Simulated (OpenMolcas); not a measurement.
Zr III.

```json
{
  "Program": "OpenMolcas 26.06",
  "Method": "CASSCF",
  "Basis": "ANO-RCC-VQZP [8s7p5d3f2g1h]",
  "Scalar Hamiltonian": "DKH2, point nucleus",
  "Active space": "2 electrons in 6 orbitals (4d 5s)",
  "State averaging": "2S+1 = 3 even, 15 roots; 2S+1 = 1 even, 21 roots kept (CI in the orbitals of an earlier block)",
  "Spin-orbit coupling": "state interaction with AMFI integrals over the reference wave functions, term energies averaged over their components"
}
```

Levels without dynamic correlation, in cm-1 above 4d2 3F2:

```csv
Level,E
4d2 1D2,7207
4d2 3P0,10317
4d2 1G4,14053
4d2 1S0,30997
```

On this reference, MS-CASPT2, IPEA 0.25 Eh, imaginary shift 0.1 Eh (closed shells correlated: 4s 4p) puts 4d2 1D2 at 5410 cm-1.

Question: Estimate the other levels at that method by one scale factor, and say how well it serves.

Answer: The factor is 5410 / 7207 = 0.751. Scaled values beside those that MS-CASPT2 gives and measured ones (Moore, Atomic Energy Levels, vol. II, NSRDS-NBS 35 (1971 reprint of NBS Circular 467, 1952); NIST levels as listed in Rynkun, Gaigalas and Jonsson, Astron. Astrophys. 637, A10 (2020)):
```json
{"Level": "4d2 3P0", "Scaled": "7748", "MS-CASPT2": "8590", "Miss (%)": "-9.8", "Measured": "8062"}
{"Level": "4d2 1G4", "Scaled": "10554", "MS-CASPT2": "11070", "Miss (%)": "-4.7", "Measured": "11049"}
{"Level": "4d2 1S0", "Scaled": "23279", "MS-CASPT2": "23340", "Miss (%)": "-0.3", "Measured": "23979"}
```
For these levels the scaled values miss MS-CASPT2 by up to 9.8 %, as correlation changes each term by its own factor, spin-orbit parts do not scale and CASPT2 has its own spread within terms. This holds within one configuration; levels of others move differently, and the target method has errors of its own against measurement.

CASPT2 does not keep the components of a term degenerate, so their means are used; among the terms shown or strongly mixed into the levels shown the widest spread is 740 cm-1 (4d2 1G, MS-CASPT2). Terms from blocks run as CI alone lack orbitals of their own. Without dynamic correlation excited terms often stand tens of per cent too high (terms of higher spin than the ground term too low), and those without a measured partner can miss by more than the paired ones (holds for CASSCF). Measured partners are found by configuration, term and J. A level has none where our copy of the source lacks it or the pairing is in doubt (some pairs that miss far off the trend of their configuration count as doubtful), and it then counts in no deviation. Levels of configurations outside the active space are missing.
